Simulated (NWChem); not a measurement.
**Atomisation of H₅GeP**

SMILES: [PH2][GeH3]
```xyz
7

Ge     0.1159     0.7338     0.0000
P     -0.3619    -1.5682     0.0000
H     -0.5283     1.3591     1.2546
H     -0.5283     1.3591    -1.2546
H      1.6278     1.0473     0.0000
H      0.5750    -1.8627     1.0397
H      0.5750    -1.8627    -1.0397
```
Charge 0, spin multiplicity 1.

All runs are NWChem calculations. All single points use one geometry, from B3LYP/def2-SVP, a minimum by its harmonic frequencies.

Basis set: def2-TZVP. The atomisation energy is electronic alone: no zero-point, thermal, spin-orbit or counterpoise terms. No value is extrapolated to the basis-set limit. Free atoms are single determinants with multiplicities Ge 3, P 4, H 2. Correlated methods freeze the same cores in atoms and molecule, 14 orbitals in all.

The Hamiltonian is non-relativistic. B3LYP has NWChem's definition, with VWN1-RPA local correlation. The structure started from a generated list of species. The stability of the SCF solutions was not checked. Open-shell Hartree-Fock references start from PBE0 orbitals.

Problem. For the atomisation energy, PBE gives 422.9 kcal/mol and HF gives 307.7 kcal/mol. What do BHandHLYP, LC-wPBE (omega 0.3 per bohr), MP2 give?

Solution. BHandHLYP: 421.6 kcal/mol; LC-wPBE (omega 0.3 per bohr): 420.0 kcal/mol; MP2: 399.3 kcal/mol.
